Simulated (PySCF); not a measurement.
Computed vibrations of [Ce(NH3)2]3+

[Ce(NH3)2]3+ (singlet in the valence; each metal's 4f electrons, 1 of them, lie in its core potential, out of spins and levels). PySCF 2.14.0, RKS BP86, Ce lcecp-1-SVP with ECP47, N def2-SVP, H def2-SVP; non-relativistic Hamiltonian with scalar-relativistic core potentials where named; density fitting; no spin-orbit coupling. Central differences of gradients.

```xyz
9

Ce    0.0991   -0.2567   -0.0001
N    -0.3924    1.0151    2.1064
H     0.3387    1.7061    2.4088
H    -1.2697    1.5917    2.1120
H    -0.5059    0.4157    2.9619
N    -0.3916    1.0152   -2.1057
H     0.2827    0.8405   -2.8925
H    -1.3197    0.8112   -2.5541
H    -0.3968    2.0627   -2.0358
```

Run from Python with OMP_NUM_THREADS=2. Where DIIS fails, smearing, a level shift and second-order steps follow.
It took 4.7 min on 2 threads of Arm Neoverse V1, on a shared host.

Problem. What are the harmonic wavenumbers and infrared intensities?

Solution. Negative numbers are unstable modes, those under 60 cm⁻¹ near the noise; a finer grid moves soft modes by up to 10 cm⁻¹.
```csv
cm⁻¹,km/mol,symmetry
-56,–,
45,0.5,
72,5.9,
346,2.1,
353,14.9,
642,23.2,
644,14.8,
654,120.7,
670,81.0,
1370,115.2,
1373,71.5,
1546,88.7,
1548,77.0,
1549,55.6,
1550,1.9,
3189,514.7,
3196,97.2,
3251,150.0,
3252,171.7,
3260,173.8,
3261,188.9,
```

Problem. Is this a minimum?

Solution. Probably not: 1 unstable, though so soft as to be near the noise; the lowest moves the atoms so:
```
Ce  -0.01 -0.01  0.00
N    0.01  0.02 -0.01
H   -0.25  0.43 -0.33
H   -0.28 -0.42  0.18
H    0.57  0.08  0.11
N    0.03  0.03  0.01
H    0.06  0.05  0.02
H    0.05  0.02 -0.02
H    0.01  0.02  0.03
```

An lcecp potential fixes the number of 4f electrons, so in runs with it no electron can move into or out of that shell.
